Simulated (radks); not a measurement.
Problem. Species: Mo+. Configuration: [Kr] 4d5. All-electron calculation, Dirac Kohn-Sham, BLYP, spin-unpolarised, spherical densities, finite nucleus; open shells fill j = l - 1/2 first; Fermi nuclear charge, rms radius 4.4091 fm. Program: a radial shooting solver on a logarithmic mesh with Libxc functionals. Some entries of the table are withheld. Estimate them.

| orbital | occ. | eigenvalue (eV) | <1/r> (bohr^-1) |
|---|---|---|---|
| 1s1/2 | 2 | -19822.91 | 43.55 |
| 2s1/2 | 2 | (1) | 9.912 |
| 2p1/2 | 2 | -2581.079 | 9.890 |
| 2p3/2 | 4 | -2474.451 | 9.417 |
| 3s1/2 | 2 | -482.5640 | 3.390 |
| 3p1/2 | 2 | (2) | 3.289 |
| 3p3/2 | 4 | (3) | 3.175 |
| 3d3/2 | 4 | -229.3786 | 2.986 |
| 3d5/2 | 6 | -226.0552 | 2.957 |
| 4s1/2 | 2 | -70.9373 | 1.236 |
| 4p1/2 | 2 | -46.8042 | 1.112 |
| 4p3/2 | 4 | -44.3087 | 1.078 |
| 4d3/2 | 4 | -10.4284 | (4) |
| 4d5/2 | 1 | -10.2150 | (5) |

Solution. 
(1) 2s1/2 eigenvalue (eV): -2804.709
(2) 3p1/2 eigenvalue (eV): -397.4725
(3) 3p3/2 eigenvalue (eV): -379.9193
(4) 4d3/2 <1/r> (bohr^-1): 0.7162
(5) 4d5/2 <1/r> (bohr^-1): 0.7072
